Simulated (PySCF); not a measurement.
## Excited states of As³⁺ (arsenic, charge +3)

Ground state [Ar] 3d10 4s2, ¹S. All numbers are calculated (PySCF 2.14, a scalar-relativistic core potential, in aug-cc-pVDZ-PP with one added diffuse shell each of s, p, d type with ECP10MDF (6s5p4d, 41 functions)). Vertical excitation energies in eV without spin-orbit coupling; excited terms of each kind are numbered among those the solver found. Frozen: 3s2 3p6.

```
 term  leading excitation  EOM-EE-CCSD
1 3P°              4s → p        9.320
1 1P°              4s → p       14.148
 1 3D              4s → d       25.986
 1 3S              4s → s       26.820
 1 1S              4s → s       27.683
 1 1D              4s → d       28.871
2 3P°              4s → p       30.733
2 1P°              4s → p       31.115
 2 3D              4s → d       36.391
 2 1D              4s → d       36.821
```

Only the lower part of the computed list is shown. Doubly excited terms such as np² are absent. The solver can miss terms.
